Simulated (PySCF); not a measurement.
Electron correlation in Au²⁺ (gold, charge +2)

[Xe] 4f14 5d8 6p1, one real determinant (an excited configuration). Computed with PySCF 2.14 in x2c-TZVPPall with one added diffuse shell each of s, p, d, f type (12s8p8d4f1g, 113 functions), with scalar relativity by spin-free X2C-1e. Frozen: [Xe] 4f14; 9 electrons correlated.

| level | correlation energy (mhartree) |
| --- | --- |
| CCSD | -212.95 |
| (T) | -7.00 |
| CCSD(T) | -219.95 |

Diagnostics: T1 = 0.0089, D1 = 0.0314, largest double amplitude 0.050.

The real determinant used has ⟨L²⟩ near 14 against 20 for a pure G term, so it mixes terms. Spin-orbit coupling, absent here, splits the open shell strongly.

Cost of the coupled-cluster step: of the order of 17 core-seconds, for 9 correlated electrons.

Iterations:

```
CC2 = 0
CCSD nocc = (np.int64(6), np.int64(3)), nmo = (79, 79)
frozen orbitals [[0, 1, 2, 3, 4, 5, 6, 7, 8, 9, 10, 11, 12, 13, 14, 15, 16, 17, 18, 19, 20, 21, 22, 23, 24, 25, 26, 27, 28, 29, 30, 31, 32, 33], [0, 1, 2, 3, 4, 5, 6, 7, 8, 9, 10, 11, 12, 13, 14, 15, 16, 17, 18, 19, 20, 21, 22, 23, 24, 25, 26, 27, 28, 29, 30, 31, 32, 33]]
max_cycle = 100
direct = 0
conv_tol = 1e-08
conv_tol_normt = 1e-06
diis_space = 8
diis_start_cycle = 0
Init t2, MP2 energy = -0.210926087220187
Init E_corr(UCCSD) = -0.210926087221011
cycle = 1  E_corr(UCCSD) = -0.209153594379727  dE = 0.00177249284  norm(t1,t2) = 0.0357422
cycle = 2  E_corr(UCCSD) = -0.211012804781173  dE = -0.0018592104  norm(t1,t2) = 0.018482
cycle = 3  E_corr(UCCSD) = -0.21247226355597  dE = -0.00145945877  norm(t1,t2) = 0.0123281
cycle = 4  E_corr(UCCSD) = -0.212707226716387  dE = -0.00023496316  norm(t1,t2) = 0.006086
cycle = 5  E_corr(UCCSD) = -0.212787062528043  dE = -7.98358117e-05  norm(t1,t2) = 0.00387592
cycle = 6  E_corr(UCCSD) = -0.212931682782775  dE = -0.000144620255  norm(t1,t2) = 0.00239708
cycle = 7  E_corr(UCCSD) = -0.212923469423148  dE = 8.21335963e-06  norm(t1,t2) = 0.00117673
cycle = 8  E_corr(UCCSD) = -0.212926806754902  dE = -3.33733175e-06  norm(t1,t2) = 0.000891843
cycle = 9  E_corr(UCCSD) = -0.21293266349867  dE = -5.85674377e-06  norm(t1,t2) = 0.00151218
cycle = 10  E_corr(UCCSD) = -0.21294939478621  dE = -1.67312875e-05  norm(t1,t2) = 0.000541466
cycle = 11  E_corr(UCCSD) = -0.212941310707026  dE = 8.08407918e-06  norm(t1,t2) = 0.000279678
cycle = 12  E_corr(UCCSD) = -0.212947363945584  dE = -6.05323856e-06  norm(t1,t2) = 0.000100032
cycle = 13  E_corr(UCCSD) = -0.212949145618789  dE = -1.78167321e-06  norm(t1,t2) = 2.9587e-05
cycle = 14  E_corr(UCCSD) = -0.2129497441178  dE = -5.9849901e-07  norm(t1,t2) = 1.09827e-05
cycle = 15  E_corr(UCCSD) = -0.212949581835645  dE = 1.62282154e-07  norm(t1,t2) = 5.92184e-06
cycle = 16  E_corr(UCCSD) = -0.212949414319315  dE = 1.67516331e-07  norm(t1,t2) = 2.189e-06
cycle = 17  E_corr(UCCSD) = -0.212949369875031  dE = 4.44442839e-08  norm(t1,t2) = 1.0889e-06
cycle = 18  E_corr(UCCSD) = -0.212949363910918  dE = 5.96411254e-09  norm(t1,t2) = 1.29278e-06
cycle = 19  E_corr(UCCSD) = -0.21294935276093  dE = 1.11499878e-08  norm(t1,t2) = 9.29831e-07
cycle = 20  E_corr(UCCSD) = -0.212949349233134  dE = 3.527796e-09  norm(t1,t2) = 3.06833e-07
UCCSD converged
E(UCCSD) = -19007.57717446337  E_corr = -0.2129493492331343
UCCSD(T) correction = -0.00699704355052086
```

The reference is one real determinant that mixes LS terms of this configuration.
